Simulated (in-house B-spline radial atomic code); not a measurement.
A fraction x of an electron is removed from 2p in Ne VI (Ne5+), starting from [He] 2s2 2p1 and keeping the highest spin. Level of theory: scalar-relativistic (X2C) PBE, spin-polarised, spherical fractional occupations, Fermi nucleus of rms radius 3.0055 fm; calculated with an all-electron radial atomic-structure program (B-spline basis).

| x | E(x) - E(0) (eV) | 2p up level (eV) |
| --- | --- | --- |
| 0 | 0.0000 | -142.361 |
| 0.12 | 17.3085 | -146.118 |
| 0.13 | 18.7713 | -146.432 |
| 0.3 | 44.1196 | -151.789 |
| 0.39 | 57.9088 | -154.639 |
| 0.5 | 75.1112 | -158.133 |
| 0.61 | 92.6986 | -161.638 |
| 0.72 | 110.6720 | -165.153 |
| 0.87 | 135.8050 | -169.956 |
| 0.99 | 156.4307 | -173.806 |
| 1 | 158.1704 | - |

The exact functional would give a straight line between the two integer points. Deviations E(x) - E(0) - x[E(1) - E(0)], in eV: -1.672 at x = 0.12, -1.791 at x = 0.13, -3.332 at x = 0.3, -3.778 at x = 0.39, -3.974 at x = 0.5, -3.785 at x = 0.61, -3.211 at x = 0.72, -1.803 at x = 0.87, -0.158 at x = 0.99.

The curve lies below the straight line by up to 3.974 eV (at x = 0.5): convex, the delocalisation error that favours fractional charges.

(1) How well does Slater's transition state (minus the level at half occupation) give the ionisation energy?

Answers

(1) It gives 158.133 eV against 158.170 eV from the two total energies; NIST lists 157.93 eV, ground level to ground level.
